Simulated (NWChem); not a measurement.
System: SiBr, doublet; SMILES [Si]Br

All runs: NWChem. Pople sets run with spherical d functions. Spin-unrestricted. The state is orbitally degenerate and is run as one real component. All runs use the structure optimised with B3LYP/6-31G* (spherical d), spin-unrestricted. No stability test was run on the SCF state. Level: M06-2X/6-31G* with SMD (1 M gas to 1 M solution), gas-phase geometry. Reactions with the solvent are ignored.

```csv
solvent,dielectric constant,solvation free energy (kcal/mol),cavity-dispersion-structure term (kcal/mol),dipole in solution (D)
water,78.4,-2.0,-0.4,2.09
cyclohexanone,15.6,-3.5,-2.0,2.06
ethyl acetate,5.99,-3.7,-2.4,2.01
methanol,32.6,-3.9,-2.4,2.08
```
